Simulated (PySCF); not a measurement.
PySCF input file for C₆H₁₉NSi₂, SMILES C[Si](C)(C)N[Si](C)(C)C, B3LYP-D3(BJ)/def2-SVP. Coordinates come from a B3LYP-D3(BJ)/def2-SVP optimisation. The values are those of a single conformer.

```python
import numpy as np
from pyscf import gto, scf, dft, df
from pyscf.hessian import thermo

mol = gto.M(
    atom='''
    C    -1.71553859   -2.09659657   -0.49173247
    Si    0.00859977   -1.59222796    0.08693685
    C     0.61039765   -2.81393834    1.38991875
    C     1.16966357   -1.59684440   -1.39938859
    N    -0.00000004    0.00000001    0.81621200
    Si   -0.00859978    1.59222796    0.08693685
    C    -1.16966342    1.59684440   -1.39938870
    C     1.71553864    2.09659657   -0.49173230
    C    -0.61039778    2.81393833    1.38991869
    H    -2.42781504   -2.09199041    0.34975204
    H    -2.09474818   -1.39534727   -1.25247131
    H    -1.71596135   -3.10743205   -0.93312212
    H     1.62760545   -2.56257405    1.73189568
    H    -0.05361929   -2.81679994    2.27077647
    H     0.63094264   -3.84059558    0.98894287
    H     1.19460126   -2.59076961   -1.87584123
    H     2.19640170   -1.33480344   -1.09755558
    H     0.84935583   -0.87252125   -2.16573440
    H    -0.00000009   -0.00000001    1.83342709
    H    -1.19460107    2.59076962   -1.87584135
    H    -2.19640159    1.33480344   -1.09755579
    H    -0.84935561    0.87252125   -2.16573448
    H     1.71596144    3.10743205   -0.93312195
    H     2.42781501    2.09199041    0.34975227
    H     2.09474830    1.39534727   -1.25247110
    H    -0.63094274    3.84059557    0.98894281
    H     0.05361907    2.81679993    2.27077648
    H    -1.62760562    2.56257404    1.73189552
    ''',
    basis='def2-SVP',
    charge=0,
    spin=0,
    max_memory=1600,
    verbose=3,
)
mf = dft.RKS(mol, xc='b3lyp').density_fit(auxbasis='def2-universal-jkfit')
mf.disp = 'd3bj'
mf.grids.level = 3
mf.conv_tol = 1e-11
mf.max_cycle = 100
mf.kernel()

# [left out here: the lines that compute and print the analytic Hessian (its translational invariance restored by hand, since the grid's response is missing), thermochemistry and intensities]
```

Program output:

```
[...]
Char temp [K]                    4476.0784           4477.9486           4482.9387
Normal mode                   x     y     z       x     y     z       x     y     z
       0   C                -0.01  0.02  0.01   -0.01 -0.00  0.03    0.00  0.00 -0.01
       1  Si                -0.00  0.00  0.00   -0.00  0.00  0.00   -0.00 -0.00 -0.00
       2   C                -0.02 -0.00  0.01   -0.01 -0.01  0.00   -0.04 -0.04 -0.02
       3   C                -0.01  0.05 -0.01    0.01  0.05  0.00    0.01 -0.01  0.01
       4   N                 0.00 -0.00 -0.00    0.00  0.00 -0.00    0.00  0.00  0.00
       5  Si                -0.00  0.00 -0.00    0.00 -0.00  0.00   -0.00 -0.00  0.00
       6   C                -0.01  0.05  0.01   -0.01 -0.05  0.00    0.01 -0.01 -0.01
       7   C                -0.01  0.02 -0.01    0.01  0.00  0.03    0.00  0.00  0.01
       8   C                -0.02 -0.00 -0.01    0.01  0.01  0.00   -0.04 -0.04  0.02
       9   H                 0.11  0.00 -0.13    0.17 -0.00 -0.20   -0.05  0.00  0.06
      10   H                 0.03 -0.05  0.06   -0.06  0.11 -0.11    0.03 -0.05  0.05
      11   H                -0.00 -0.21 -0.09   -0.00 -0.10 -0.04    0.00  0.02  0.01
      12   H                 0.12  0.03  0.04    0.13  0.03  0.04    0.46  0.11  0.15
      13   H                 0.08  0.00 -0.11    0.05 -0.00 -0.07    0.04 -0.01 -0.07
      14   H                -0.00 -0.02 -0.01   -0.00  0.04  0.02   -0.01  0.38  0.15
      15   H                 0.01 -0.38 -0.19    0.01 -0.39 -0.19    0.00  0.01  0.01
      16   H                -0.06 -0.01 -0.02   -0.17 -0.04 -0.05   -0.12 -0.03 -0.04
      17   H                 0.11 -0.25  0.27    0.09 -0.19  0.21   -0.04  0.09 -0.10
      18   H                -0.00 -0.00  0.00   -0.00 -0.00  0.00   -0.00  0.00 -0.00
      19   H                 0.01 -0.38  0.19   -0.01  0.39 -0.19    0.00  0.01 -0.01
      20   H                -0.06 -0.01  0.02    0.17  0.04 -0.05   -0.12 -0.03  0.04
      21   H                 0.11 -0.25 -0.27   -0.09  0.19  0.21   -0.04  0.09  0.10
      22   H                -0.00 -0.21  0.09    0.00  0.10 -0.04    0.00  0.02 -0.01
      23   H                 0.11  0.00  0.13   -0.17  0.00 -0.20   -0.05  0.00 -0.06
      24   H                 0.03 -0.05 -0.06    0.06 -0.11 -0.11    0.02 -0.04 -0.05
      25   H                -0.00 -0.02  0.01    0.00 -0.04  0.02   -0.01  0.37 -0.14
      26   H                 0.08  0.00  0.11   -0.05  0.00 -0.07    0.04 -0.01  0.07
      27   H                 0.12  0.03 -0.04   -0.13 -0.03  0.04    0.44  0.11 -0.15
Mode                                72                  73                  74
Irrep
Freq [cm^-1]                     3115.9180           3116.3456           3117.3403
Reduced mass [au]                   1.1022              1.1016              1.1010
Force const [Dyne/A]                6.3051              6.3033              6.3039
Char temp [K]                    4483.1123           4483.7275           4485.1587
Normal mode                   x     y     z       x     y     z       x     y     z
       0   C                 0.00  0.01 -0.02   -0.00 -0.04  0.05    0.00  0.04 -0.04
       1  Si                -0.00 -0.00 -0.00   -0.00 -0.00  0.00    0.00  0.00 -0.00
       2   C                -0.04 -0.04 -0.02   -0.01 -0.01 -0.00    0.01  0.01  0.00
       3   C                 0.00 -0.01  0.00   -0.01  0.00 -0.01    0.00  0.03  0.00
       4   N                -0.00 -0.00  0.00    0.00  0.00  0.00    0.00  0.00 -0.00
       5  Si                 0.00  0.00 -0.00   -0.00 -0.00 -0.00   -0.00 -0.00 -0.00
       6   C                -0.01  0.01  0.00   -0.01  0.00  0.01   -0.00 -0.03  0.00
       7   C                -0.00 -0.01 -0.02   -0.00 -0.04 -0.05   -0.00 -0.04 -0.04
       8   C                 0.04  0.04 -0.02   -0.01 -0.01  0.00   -0.01 -0.01  0.00
       9   H                -0.09  0.00  0.10    0.22 -0.01 -0.25   -0.18  0.01  0.20
      10   H                 0.05 -0.09  0.10   -0.19  0.35 -0.37    0.17 -0.32  0.34
      11   H                 0.00  0.01  0.00   -0.00  0.14  0.07   -0.00 -0.15 -0.08
      12   H                 0.44  0.10  0.15    0.09  0.02  0.03   -0.10 -0.02 -0.03
      13   H                 0.04 -0.01 -0.06    0.01 -0.00 -0.02   -0.01  0.00  0.02
      14   H                -0.01  0.37  0.14   -0.00  0.08  0.03    0.00 -0.08 -0.03
      15   H                -0.00  0.03  0.02   -0.00  0.02  0.01    0.01 -0.19 -0.09
      16   H                -0.04 -0.01 -0.01    0.07  0.02  0.02   -0.09 -0.02 -0.03
      17   H                -0.02  0.05 -0.05    0.02 -0.04  0.04    0.05 -0.10  0.11
      18   H                 0.00 -0.00  0.00   -0.00 -0.00 -0.00   -0.00 -0.00  0.00
      19   H                 0.00 -0.03  0.02   -0.00  0.02 -0.01   -0.01  0.19 -0.09
      20   H                 0.04  0.01 -0.01    0.07  0.02 -0.02    0.09  0.02 -0.03
      21   H                 0.02 -0.05 -0.06    0.02 -0.05 -0.05   -0.05  0.10  0.11
      22   H                -0.00 -0.01  0.00   -0.00  0.14 -0.07    0.00  0.15 -0.08
      23   H                 0.09 -0.00  0.10    0.21 -0.01  0.25    0.18 -0.01  0.21
      24   H                -0.05  0.09  0.10   -0.19  0.34  0.37   -0.17  0.32  0.35
      25   H                 0.01 -0.38  0.15   -0.00  0.07 -0.03   -0.00  0.08 -0.03
      26   H                -0.04  0.01 -0.06    0.01 -0.00  0.02    0.01 -0.00  0.02
      27   H                -0.45 -0.11  0.15    0.09  0.02 -0.03    0.10  0.02 -0.03
Mode                                75                  76                  77
Irrep
Freq [cm^-1]                     3118.9595           3120.5749           3579.1362
Reduced mass [au]                   1.1022              1.1019              1.0748
Force const [Dyne/A]                6.3172              6.3219              8.1118
Char temp [K]                    4487.4883           4489.8125           5149.5801
Normal mode                   x     y     z       x     y     z       x     y     z
       0   C                 0.00  0.01 -0.01   -0.00 -0.00  0.00   -0.00 -0.00 -0.00
       1  Si                -0.00 -0.00 -0.00    0.00  0.00  0.00   -0.00 -0.00  0.00
       2   C                -0.01 -0.01 -0.00    0.00  0.00  0.00    0.00 -0.00 -0.00
       3   C                -0.05 -0.01 -0.04    0.05 -0.01  0.04    0.00  0.00 -0.00
       4   N                 0.00  0.00  0.00    0.00 -0.00 -0.00   -0.00 -0.00  0.07
       5  Si                -0.00 -0.00  0.00   -0.00 -0.00  0.00    0.00  0.00  0.00
       6   C                -0.05 -0.01  0.04   -0.05  0.01  0.04   -0.00 -0.00 -0.00
       7   C                 0.00  0.01  0.01    0.00  0.00  0.00    0.00  0.00 -0.00
       8   C                -0.01 -0.01  0.00   -0.00 -0.00  0.00   -0.00  0.00 -0.00
       9   H                -0.04  0.00  0.05    0.01  0.00 -0.01    0.00  0.00  0.00
      10   H                 0.04 -0.07  0.07   -0.01  0.01 -0.01    0.00 -0.00  0.00
      11   H                 0.00 -0.02 -0.01   -0.00 -0.00  0.00   -0.00 -0.00 -0.00
      12   H                 0.11  0.02  0.04   -0.05 -0.01 -0.02    0.00  0.00 -0.00
      13   H                 0.01 -0.00 -0.01   -0.00  0.00  0.00   -0.00  0.00  0.00
      14   H                -0.00  0.09  0.03    0.00 -0.05 -0.02    0.00 -0.00  0.00
      15   H                -0.01  0.20  0.09    0.01 -0.08 -0.03   -0.00 -0.00 -0.00
      16   H                 0.50  0.13  0.14   -0.47 -0.12 -0.14   -0.00 -0.00  0.00
      17   H                 0.08 -0.19  0.19   -0.12  0.28 -0.29    0.00 -0.00  0.00
      18   H                -0.00  0.00 -0.00   -0.00  0.00  0.00    0.00  0.00 -0.96
      19   H                -0.01  0.20 -0.09   -0.01  0.08 -0.03    0.00  0.00 -0.00
      20   H                 0.50  0.13 -0.14    0.47  0.12 -0.14    0.00  0.00  0.00
      21   H                 0.08 -0.19 -0.19    0.12 -0.28 -0.29   -0.00  0.00  0.00
      22   H                 0.00 -0.02  0.01    0.00  0.00  0.00    0.00  0.00 -0.00
      23   H                -0.04  0.00 -0.05   -0.01 -0.00 -0.01   -0.00 -0.00  0.00
      24   H                 0.04 -0.07 -0.08    0.01 -0.01 -0.01   -0.00  0.00  0.00
      25   H                -0.00  0.09 -0.03   -0.00  0.05 -0.02   -0.00  0.00  0.00
      26   H                 0.01 -0.00  0.01    0.00 -0.00  0.00    0.00 -0.00  0.00
      27   H                 0.11  0.02 -0.04    0.05  0.01 -0.02   -0.00 -0.00 -0.00
temperature 298.1500 [K]
pressure 101325.00 [Pa]
Rotational constants [GHz] 1.60785 0.66129 0.65745
Symmetry number 2
Zero-point energy (ZPE) 0.23674 [Eh]   621568.469 [J/mol]
                           tot       elec      trans        rot        vib
Entropy [J/mol/K]       526.481      0.000    172.150    121.888    232.444
Cv [J/mol/K]            251.033      0.000     12.472     12.472    226.090
Cp [J/mol/K]            259.348      0.000     20.786     12.472    226.090
Internal energy [J/mol]                      3718.434   3718.434 658264.252
Internal energy [Eh]   -873.38449  -873.63805
Enthalpy [J/mol]                             6197.391   3718.434 658264.252
Enthalpy [Eh]          -873.38355
Gibbs free energy [J/mol]                  -45129.156 -32622.339 588961.156
Gibbs free energy [Eh] -873.44334
mode   freq/cm-1   IR/(km/mol)
   1       43.52         0.023
   2       43.85         0.728
   3      101.57         0.149
   4      145.62         6.717
   5      151.45         0.020
   6      156.57         0.009
   7      165.00         0.000
   8      168.76         0.270
   9      170.55         0.006
  10      178.92         0.004
  11      182.72         0.092
  12      183.77         0.215
  13      195.08         0.151
  14      213.99         2.315
  15      225.93         4.610
  16      235.26         0.044
  17      240.66        16.417
  18      253.15        13.106
  19      325.12        27.562
  20      339.17         2.340
  21      567.94         2.228
  22      608.15         7.835
  23      671.47         4.718
  24      671.55         0.056
  25      673.94         0.001
  26      679.02         0.655
  27      680.66        18.235
  28      686.33         4.426
  29      692.57         7.244
  30      746.60         7.733
  31      755.87         0.115
  32      764.12        33.636
  33      792.78        22.033
  34      838.08       118.667
  35      845.11        37.501
  36      849.33         0.217
  37      858.86       204.703
  38      867.01       140.699
  39      903.37        92.360
  40      930.43       343.136
  41     1172.21       250.497
  42     1266.47         4.895
  43     1266.50         4.771
  44     1266.94        72.449
  45     1269.24        53.354
  46     1273.30        36.473
  47     1277.26        10.109
  48     1424.11         0.567
  49     1427.25         0.001
  50     1429.93         0.001
  51     1430.87         0.009
  52     1433.00         0.001
  53     1433.02         0.119
  54     1437.95         4.849
  55     1439.11         2.806
  56     1441.93         1.667
  57     1444.10         3.045
  58     1448.90         1.968
  59     1449.24         9.470
  60     3021.58         7.102
  61     3021.58         4.243
  62     3022.76         4.876
  63     3022.80        11.133
  64     3025.47         2.374
  65     3027.32         4.701
  66     3107.51         2.640
  67     3107.54         0.625
  68     3109.44        10.345
  69     3109.52         6.256
  70     3111.03        51.001
  71     3112.33         6.789
  72     3115.80        13.737
  73     3115.92         5.072
  74     3116.35        16.125
  75     3117.34         5.012
  76     3118.96        14.654
  77     3120.57         7.966
  78     3579.14        17.746
max |gradient| / (hartree/bohr): 3.494501192590984e-05
APT charges: [-0.3838  1.6425 -0.3737 -0.3782 -1.2242  1.6425 -0.3782 -0.3838 -0.3737
  0.0027  0.0102 -0.0043  0.0057  0.0021  0.0026  0.0046  0.0068  0.0085
  0.1329  0.0046  0.0068  0.0085 -0.0043  0.0027  0.0102  0.0026  0.0021
  0.0057]
```

The calculation finished and met its thresholds.

Cost: very roughly 28 core-minutes.
